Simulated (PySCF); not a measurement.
Cu²⁶⁺ (copper, charge +26): M06 calculation

Configuration: [He] 2s1, 2S determinant. All numbers are calculated (PySCF 2.14, scalar relativity by spin-free X2C-1e, in an uncontracted even-tempered set (19 s from 7 bohr⁻², ratio 2.2; 8 p from 11 bohr⁻², ratio 2.4; 5 d from 33 bohr⁻², ratio 2.4; 5 f from 49 bohr⁻², ratio 2.4; 4 g from 74 bohr⁻², ratio 2.4)).

```
Total energy                : -927.312 hartree
One-electron energy         : -956.862 hartree
Hartree (Coulomb) energy    : 50.690 hartree
Exchange-correlation energy : -21.140 hartree
⟨S²⟩                        : 0.7500
⟨L²⟩                        : 0.000
Sum of ⟨r⟩                  : 0.3155 bohr
Sum of ⟨r²⟩                 : 0.06001 bohr²
```

| shell | electrons | mean orbital energy (hartree) | rms radius, mean of both spins (bohr) |
| --- | --- | --- | --- |
| 1s α | 1 | -396.17272 | 0.0596 |
| 1s β | 1 | -395.84737 | 0.0596 |
| 2s α | 1 | -93.94630 | 0.230 |

Densities and radii are taken from the X2C orbitals without a picture-change correction, which distorts them close to the nucleus.
